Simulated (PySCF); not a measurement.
The dipole of `[C]1[C]2[C][Si]12` [singlet] from its density and from atomic charges.

Coordinates (PBE0-D3(BJ)/def2-SVP, Å) and charges (e) from the PBE0/pcSseg-1 density (PySCF):

```json
{"atom": "C1", "x": "-1.293", "y": "-0.227", "z": "0.532", "Mulliken": "-0.1694", "IAO": "-0.2388", "Hirshfeld": "-0.1317", "ESP-fitted": "-0.4952"}
{"atom": "C2", "x": "0.010", "y": "-0.453", "z": "0.767", "Mulliken": "-0.1465", "IAO": "-0.1766", "Hirshfeld": "-0.0732", "ESP-fitted": "+0.5744"}
{"atom": "C3", "x": "1.312", "y": "-0.223", "z": "0.537", "Mulliken": "-0.1693", "IAO": "-0.2385", "Hirshfeld": "-0.1317", "ESP-fitted": "-0.4958"}
{"atom": "Si4", "x": "0.009", "y": "0.878", "z": "-0.580", "Mulliken": "+0.4851", "IAO": "+0.6538", "Hirshfeld": "+0.3366", "ESP-fitted": "+0.4165"}
```

Problem. What dipole does each set of charges give (1 e·Å = 4.803 D), and what does the density give?

Solution. The full density gives (0.00, 1.52, -1.53) D, 2.15 D in size; dipole vectors point from the negative to the positive end.

| scheme | μx | μy | μz | size (D) | share of the full size (%) | angle to the full dipole (°) |
| --- | --- | --- | --- | --- | --- | --- |
| Mulliken | 0.00 | 2.73 | -2.76 | 3.88 | 180 | 0 |
| IAO | 0.00 | 3.66 | -3.70 | 5.20 | 241 | 0 |
| Hirshfeld | 0.00 | 1.86 | -1.88 | 2.65 | 123 | 0 |
| ESP-fitted | 0.00 | 1.58 | -1.59 | 2.24 | 104 | 0 |

Problem. Which set comes closest?

Solution. Length of the difference vector: ESP-fitted 0.08 D, Hirshfeld 0.50 D, Mulliken 1.73 D, IAO 3.05 D. Closest: ESP-fitted. 

Problem. What is left for the Hirshfeld atoms' own dipoles?

Solution. The Hirshfeld atoms' densities add up to the full density, so μ = Σ q r + Σ (atomic dipoles). The atomic dipoles sum to (0.00, 1.52, -1.53) − (0.00, 1.86, -1.88) = (0.00, -0.34, 0.35) D, 0.50 D in size.

Problem. With the origin at the mean of the coordinates, (0.010, -0.006, 0.314) Å, which are the largest single terms, by size, of the IAO dipole along the direction of the full one?

Solution. Si4 +3.95, C2 +0.54, C3 +0.36, C1 +0.36 D; all 4 atoms together +5.20 D. The single terms depend on the origin, their sum doesn't.

Problem. Give the size of the full dipole in other units.

Solution. 2.15 D = 0.847 au = 0.448 e·Å = 7.18 × 10⁻³⁰ C·m.

Geometry: PBE0-D3(BJ)/def2-SVP; no solvent, vibrations or thermal averaging.

These values come from a run that also computed NMR shieldings. The run took 2.8 s wall on one thread, AMD EPYC 7R43 (x86_64), shared host with 256 logical CPUs at a one-minute load of 31, and the process peaked at 0.35 GiB of memory.
